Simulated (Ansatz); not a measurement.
`FB(F)Br` + NH₃ → `NB(F)Br` + H–F at 400 K and 1 bar (ligand exchange at a B–F bond).

Isolated molecules relaxed with PBE0-D4/def2-TZVP in Ansatz; ΔE leaves out vibrations. CBS: MP2 limit from def2 TZ/QZ plus the TZ coupled-cluster correction, frozen cores. This one scheme is used for every species. For Br outer-core shells are correlated without core-valence functions, which leaves a few kJ/mol of doubt a bond. Scalar relativity is left out up to krypton. One conformer a species, not always the lowest.

```tsv
species	CCSD(T)/CBS energy (Eh)	H − E (kJ/mol)	S (J/(mol·K))
`FB(F)Br`	-2797.85348	46.1	304.9
NH₃	-56.50880	104.2	203.1
`NB(F)Br`	-2753.96125	113.9	322.6
H–F	-100.39570	36.5	182.2
```

H − E and S are ideal-gas, rigid-rotor, harmonic terms from PBE0-D4/def2-TZVP, for one conformer and one mirror image of each species. 1 Eh = 2625.50 kJ/mol, R = 8.31446 J/(mol·K).

Task: By hand: ΔE, ΔH, ΔS and ΔG.

Result: ΔE = (-2753.96125) + (-100.39570) − (-2797.85348) − (-56.50880) = 0.00533 Eh = 14.0 kJ/mol. Δ(H − E) = 113.9 + 36.5 − 46.1 − 104.2 = 0.1, so ΔH = 14.1 kJ/mol. ΔS = 322.6 + 182.2 − 304.9 − 203.1 = -3.2 J/(mol·K). ΔG = 14.1 − 400 × (-3.2)/1000 = 15.4 kJ/mol.

Task: By hand: the equilibrium constant, and the temperature at which ΔG would vanish if ΔH and ΔS stayed fixed.

Result: log₁₀ K = −ΔG/(RT ln 10) = -2.0. ΔH and −TΔS have one sign here, so there is no such temperature.

The number of gas molecules stays the same, so ΔS is small and ΔH decides. A doubt of 5 kJ/mol in ΔE shifts log₁₀ K by 0.7 here. Other conformers and mirror images would add mixing entropy, several J/(mol·K) or more a flexible species. These are equilibria of isolated gas molecules and say nothing of rates. Largest T1 diagnostic: 0.011 (customary marks: 0.02 for closed shells, 0.045 for open ones).

ΔS is within the doubt of such terms, so its sign, and with it that verdict, could turn.
